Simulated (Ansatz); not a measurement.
Calculated with Ansatz (gas phase, PBE0-D4/def2-TZVP geometries, no zero-point term in ΔE). CCSD(T)/CBS adds triple-zeta CCSD(T) − MP2 to the extrapolated MP2 energy (def2 sets, frozen cores). This one scheme is used for every species. Functionals use def2-TZVPP. Elements past krypton have def2 core potentials. For Sn outer-core shells are correlated without core-valence functions, which leaves a few kJ/mol of doubt a bond. One conformer a species, not always the lowest.

Reaction (formal exchange of groups at the Sn–Si bond): `[SiH3][SnH3]` + `[SiH3]C=S` → `S=C[SiH2][SnH3]` + SiH₄

| level | ΔE (eV) |
| --- | --- |
| PBE-D4 | -0.08 |
| PBE0-D4 | -0.06 |
| ωB97M-V | -0.04 |
| SCS-MP2/def2-TZVPP | -0.06 |
| CCSD(T)/def2-TZVPP | -0.05 |
| HF/def2-QZVPP | 0.02 |
| MP2/CBS(def2) | -0.08 |
| CCSD/CBS(def2) | -0.04 |

Question: What does CCSD(T)/CBS give? (Best estimate.)

Answer: The calculation gave: -0.05 eV. The listed levels differ from it by -0.03, -0.01, 0.01, -0.01, 0.00, 0.07, -0.03, 0.01 eV.

Largest T1 diagnostic among the species: 0.015.

The D4 term adds −0.04 eV with B3LYP and −0.03 eV with PBE0; it sums over pairs of atoms, weighted by their polarisabilities, and B3LYP, whose exchange is more repulsive, gets the larger term. In def2-TZVPP, CCSD(T) changes the Hartree–Fock value by −0.06 eV (the triples alone add −0.02 eV) and MP2 by −0.09 eV.

B3LYP here is the variant with VWN-RPA as its local correlation; programs differ in this.
